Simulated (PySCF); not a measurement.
PySCF input (TPSSh/def2-TZVPD):

```python
from pyscf import gto, scf, dft

mol = gto.M(
    atom='''
    Te   -0.03613614   -0.98424044    0.78497496
    I     0.19657439    1.30204273   -0.71544716
    N    -1.03270065   -2.27319276   -0.24788821
    H    -1.31045855   -1.91541269   -1.16478127
    ''',
    basis='def2-tzvpd',
    ecp='def2-tzvp',
    charge=0,
    spin=1,
    verbose=4,
)

mf = dft.UKS(mol, xc='tpssh').density_fit(auxbasis='def2-universal-jkfit')
mf.grids.level = 3
mf.conv_tol = 1e-9
mf.max_cycle = 100
mf.max_memory = 1500
mf.kernel()
if not mf.converged:
    mf = mf.newton()
    mf.kernel(mf.make_rdm1())
for _ in range(2):
    mo, _, stable, _ = mf.stability(return_status=True)
    if stable:
        break
    mf.kernel(mf.make_rdm1(mo, mf.mo_occ))
mf.analyze()
```

End of the output:

```
Extra cycle  E= -620.915084305038  delta_E= 1.24e-11  |g|= 6.11e-06  |ddm|= 1.06e-05
converged SCF energy = -620.915084305038  <S^2> = 0.75770844  2S+1 = 2.0076936
uhf_internal: lowest eigs of H = [0.10648474 0.17550548 0.18571443]
<class 'pyscf.df.df_jk.DFUKS'> wavefunction is stable in the internal stability analysis
**** SCF Summaries ****
Total Energy =                        -620.915084305038135
Nuclear Repulsion Energy =             198.460141102877884
One-electron Energy =                -1455.221278080699676
Two-electron Energy =                  635.846052672783685
Two-electron Coulomb Energy =          685.906727472843954
DFT Exchange-Correlation Energy =      -50.060674800060241
HOMO-LUMO gap [eV] =                     2.210558717018045
**** MO energy ****
                             alpha | beta                alpha | beta
MO #1   energy= -14.2826685959776  | -14.2680054169557  occ= 1 | 1
MO #2   energy= -6.77285824460101  | -6.77282111252266  occ= 1 | 1
MO #3   energy= -6.24071107803345  | -6.2396375923933   occ= 1 | 1
MO #4   energy= -4.80968017273741  | -4.8098010302887   occ= 1 | 1
MO #5   energy= -4.79906396718843  | -4.79907080042803  occ= 1 | 1
MO #6   energy= -4.79854337660822  | -4.79830840659565  occ= 1 | 1
MO #7   energy= -4.38981247696795  | -4.38941387048985  occ= 1 | 1
MO #8   energy= -4.38206765095731  | -4.38179711368103  occ= 1 | 1
MO #9   energy= -4.37820053573519  | -4.37571834783845  occ= 1 | 1
MO #10  energy= -1.88259862487645  | -1.88271035026093  occ= 1 | 1
MO #11  energy= -1.87946332346062  | -1.87959380891489  occ= 1 | 1
MO #12  energy= -1.87901523061432  | -1.87893303462051  occ= 1 | 1
MO #13  energy= -1.87010400655955  | -1.86991939956024  occ= 1 | 1
MO #14  energy= -1.87009263322124  | -1.8699065043793   occ= 1 | 1
MO #15  energy= -1.61029536283226  | -1.61000107727756  occ= 1 | 1
MO #16  energy= -1.60912106093051  | -1.60883134531268  occ= 1 | 1
MO #17  energy= -1.60473397076106  | -1.60240963885929  occ= 1 | 1
MO #18  energy= -1.59892083261587  | -1.59632955589739  occ= 1 | 1
MO #19  energy= -1.59834319101637  | -1.59632379926183  occ= 1 | 1
MO #20  energy= -0.83303545968287  | -0.804386323496429 occ= 1 | 1
MO #21  energy= -0.691580456391216 | -0.688606129710918 occ= 1 | 1
MO #22  energy= -0.59895467810199  | -0.58736643975598  occ= 1 | 1
MO #23  energy= -0.428605482174804 | -0.421046726292955 occ= 1 | 1
MO #24  energy= -0.335035690086845 | -0.328676891984792 occ= 1 | 1
MO #25  energy= -0.334165960858023 | -0.298768532574615 occ= 1 | 1
MO #26  energy= -0.306661861727203 | -0.297791714523609 occ= 1 | 1
MO #27  energy= -0.278302704259579 | -0.266614730982921 occ= 1 | 1
MO #28  energy= -0.269733880110117 | -0.252864642101792 occ= 1 | 1
MO #29  energy= -0.209181630150974 | -0.127945094996414 occ= 1 | 0
MO #30  energy= -0.124399827090182 | -0.120171160151622 occ= 0 | 0
MO #31  energy= -0.0538609807924839 | -0.0457043897400915 occ= 0 | 0
MO #32  energy= 0.00129217485890363 | 0.00295366773830954 occ= 0 | 0
MO #33  energy= 0.0131100284981422 | 0.0145345646841552 occ= 0 | 0
MO #34  energy= 0.0208368198177438 | 0.0228514943412395 occ= 0 | 0
MO #35  energy= 0.0224851487912596 | 0.0235306468745535 occ= 0 | 0
MO #36  energy= 0.0306856225846906 | 0.0315390955645082 occ= 0 | 0
MO #37  energy= 0.0414399732309514 | 0.0425360018853863 occ= 0 | 0
MO #38  energy= 0.0470856826752948 | 0.0484921316466646 occ= 0 | 0
MO #39  energy= 0.0538805107299906 | 0.0573699334530835 occ= 0 | 0
MO #40  energy= 0.0614114003067728 | 0.0662024060047995 occ= 0 | 0
MO #41  energy= 0.0758925301691651 | 0.0815939432762161 occ= 0 | 0
MO #42  energy= 0.097695244013673  | 0.0987124057232323 occ= 0 | 0
MO #43  energy= 0.107159860393949  | 0.108944699663956  occ= 0 | 0
MO #44  energy= 0.116705936450437  | 0.118579678655235  occ= 0 | 0
MO #45  energy= 0.128145873624611  | 0.131093538635728  occ= 0 | 0
MO #46  energy= 0.129512769313003  | 0.135217607480976  occ= 0 | 0
MO #47  energy= 0.13656558475781   | 0.137879832344605  occ= 0 | 0
MO #48  energy= 0.138853424782046  | 0.140862519206997  occ= 0 | 0
MO #49  energy= 0.161217748374969  | 0.163471831449081  occ= 0 | 0
MO #50  energy= 0.167285359565098  | 0.168537767164329  occ= 0 | 0
MO #51  energy= 0.185784707924216  | 0.190653022668246  occ= 0 | 0
MO #52  energy= 0.189004149269084  | 0.19192270745683   occ= 0 | 0
MO #53  energy= 0.194853747253408  | 0.196931502450056  occ= 0 | 0
MO #54  energy= 0.219482654373141  | 0.224624497736947  occ= 0 | 0
MO #55  energy= 0.22432851161934   | 0.228893474438683  occ= 0 | 0
MO #56  energy= 0.249928990455027  | 0.253130150081706  occ= 0 | 0
MO #57  energy= 0.267919572583201  | 0.273100984188918  occ= 0 | 0
MO #58  energy= 0.274351744882228  | 0.27909408963667   occ= 0 | 0
MO #59  energy= 0.285628058367583  | 0.291376773201433  occ= 0 | 0
MO #60  energy= 0.29089848966865   | 0.296306471947376  occ= 0 | 0
MO #61  energy= 0.298130293592989  | 0.301142490622715  occ= 0 | 0
MO #62  energy= 0.309819223780882  | 0.3127520502671    occ= 0 | 0
MO #63  energy= 0.339655897321521  | 0.340080400315436  occ= 0 | 0
MO #64  energy= 0.339919823175485  | 0.342167587357852  occ= 0 | 0
MO #65  energy= 0.34693245443188   | 0.348830654761911  occ= 0 | 0
MO #66  energy= 0.372316397246245  | 0.377584000393248  occ= 0 | 0
MO #67  energy= 0.378968545973831  | 0.386248952968985  occ= 0 | 0
MO #68  energy= 0.382691788393123  | 0.388495956141427  occ= 0 | 0
MO #69  energy= 0.401637659122473  | 0.40402800331452   occ= 0 | 0
MO #70  energy= 0.411317644662324  | 0.418812510041789  occ= 0 | 0
MO #71  energy= 0.427937235228573  | 0.432857729378915  occ= 0 | 0
MO #72  energy= 0.445284988200205  | 0.447424560044159  occ= 0 | 0
MO #73  energy= 0.477920726991907  | 0.483784083067075  occ= 0 | 0
MO #74  energy= 0.48037742634504   | 0.487632579890393  occ= 0 | 0
MO #75  energy= 0.550274856087652  | 0.553123924045542  occ= 0 | 0
MO #76  energy= 0.571323298945509  | 0.57971825970901   occ= 0 | 0
MO #77  energy= 0.574272434644794  | 0.603047874463831  occ= 0 | 0
MO #78  energy= 0.625999689108657  | 0.631708774212369  occ= 0 | 0
MO #79  energy= 0.641459225162974  | 0.647070036790039  occ= 0 | 0
MO #80  energy= 0.692136964963755  | 0.697390404628901  occ= 0 | 0
MO #81  energy= 0.699150961416342  | 0.703415547487725  occ= 0 | 0
MO #82  energy= 0.720325415584986  | 0.727724087870675  occ= 0 | 0
MO #83  energy= 0.777001866324171  | 0.782357382429195  occ= 0 | 0
MO #84  energy= 0.779137732972501  | 0.782705564811882  occ= 0 | 0
MO #85  energy= 0.792322601150754  | 0.797248060246742  occ= 0 | 0
MO #86  energy= 0.82104954867605   | 0.830394083866197  occ= 0 | 0
MO #87  energy= 0.831490039902479  | 0.840346471331121  occ= 0 | 0
MO #88  energy= 0.849008222207247  | 0.850302444254474  occ= 0 | 0
MO #89  energy= 0.852954510675919  | 0.854287856373047  occ= 0 | 0
MO #90  energy= 0.857748154369531  | 0.858512017222073  occ= 0 | 0
MO #91  energy= 0.868134109865778  | 0.87131113324795   occ= 0 | 0
MO #92  energy= 0.909405897076672  | 0.916061000997724  occ= 0 | 0
MO #93  energy= 0.926974872726362  | 0.933220174982054  occ= 0 | 0
MO #94  energy= 0.952738491567901  | 0.95825555691618   occ= 0 | 0
MO #95  energy= 1.01561230337372   | 1.02087020024161   occ= 0 | 0
MO #96  energy= 1.05229112015665   | 1.06139697981035   occ= 0 | 0
MO #97  energy= 1.06285738019471   | 1.06603202100182   occ= 0 | 0
MO #98  energy= 1.18147820082149   | 1.18292935768954   occ= 0 | 0
MO #99  energy= 1.22421544954827   | 1.22610908099486   occ= 0 | 0
MO #100 energy= 1.22561630534176   | 1.23070217532424   occ= 0 | 0
MO #101 energy= 1.25370166657618   | 1.27973514213453   occ= 0 | 0
MO #102 energy= 1.31131891162913   | 1.32304589370356   occ= 0 | 0
MO #103 energy= 1.32112959691271   | 1.33977905369657   occ= 0 | 0
MO #104 energy= 1.3525015931782    | 1.36808967484628   occ= 0 | 0
[...]
```

It need not be the lowest isomer of its formula.
